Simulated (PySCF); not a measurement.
C3H9NSi2, SMILES [SiH3][C@@H](C[SiH3])C#N.

Coordinates come from a PBE0-D3(BJ)/def2-SVP optimisation. The structure was generated by enumeration; whether it is a known compound was not checked. One conformer was computed; it need not be the lowest.

Level of theory: r2SCAN/def2-TZVP (PySCF).

Gas-phase values at a fixed geometry.

```json
{
 "total_energy": "-753.36406 hartree",
 "highest_occupied_level": "-7.42 eV",
 "lowest_empty_level": "-0.74 eV",
 "orbital_gap": "6.68 eV",
 "dipole_moment": "0.838 e·Å",
 "quadrupole, principal values (traceless, Buckingham form, about the centre of nuclear charge)": "-12.00, 4.84, 7.16 D·Å",
 "mean_static_polarisability": "93.6 bohr³ (13.87 Å³)",
 "polarisability_principal_values": "76.4, 98.3, 106.0 bohr³"
}
```
